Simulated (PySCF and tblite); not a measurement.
Values are calculated unless marked as measured or tabulated.
Stationary points of C$_{6}$H$_{4}$O$_{4}$ at GFN2-xTB, in Å:

Structure A

```
 1 O     3.187    1.444   -0.681
 2 C     2.835    0.440   -0.116
 3 C     1.454    0.024    0.057
 4 C     0.272    0.606   -0.340
 5 C    -0.756   -0.256    0.108
 6 C    -2.209   -0.106   -0.050
 7 O    -3.024   -0.891    0.361
 8 O    -2.536    1.010   -0.710
 9 C    -0.117   -1.298    0.745
10 O     1.195   -1.137    0.717
11 H     3.556   -0.269    0.331
12 H     0.160    1.524   -0.878
13 H    -3.500    1.077   -0.796
14 H    -0.519   -2.168    1.229
```

Structure B

```
 1 O     3.261    1.520   -0.330
 2 C     2.870    0.416   -0.050
 3 C     1.475    0.031    0.069
 4 C     0.316    0.762   -0.088
 5 C    -0.747   -0.136    0.147
 6 C    -2.200    0.177    0.116
 7 O    -2.841    0.563    1.052
 8 O    -2.715   -0.022   -1.100
 9 C    -0.157   -1.343    0.430
10 O     1.167   -1.249    0.385
11 H     3.564   -0.422    0.147
12 H     0.251    1.801   -0.336
13 H    -3.661    0.198   -1.113
14 H    -0.585   -2.296    0.671
```

Structure C

```
 1 O     3.358    1.501    0.178
 2 C     2.908    0.385    0.142
 3 C     1.495    0.057    0.070
 4 C     0.375    0.854    0.025
 5 C    -0.730   -0.028   -0.039
 6 C    -2.149    0.345   -0.104
 7 O    -2.570    1.470   -0.105
 8 O    -2.948   -0.733   -0.163
 9 C    -0.194   -1.297   -0.028
10 O     1.126   -1.253    0.037
11 H     3.556   -0.512    0.162
12 H     0.345    1.924    0.036
13 H    -3.876   -0.452   -0.205
14 H    -0.672   -2.257   -0.062
```

Geometries: GFN2-xTB; energies: CAM-B3LYP/pcSseg-1 + D3(BJ); zero-point and thermal terms from GFN2-xTB harmonic modes (soft modes blended into free rotors).

Which structure is a saddle point, and along which motion?

B: one imaginary mode (59i cm⁻¹ at GFN2-xTB, mostly on O8, O7), along the rotation about the C5–C6 bond (torsion C4–C5–C6–O7 from 180° to 360°, rising).

Give their symmetry and energies above the lowest.

A Cs, 0.0 kcal/mol; B C1, 7.9 kcal/mol; C Cs, 0.0 kcal/mol.
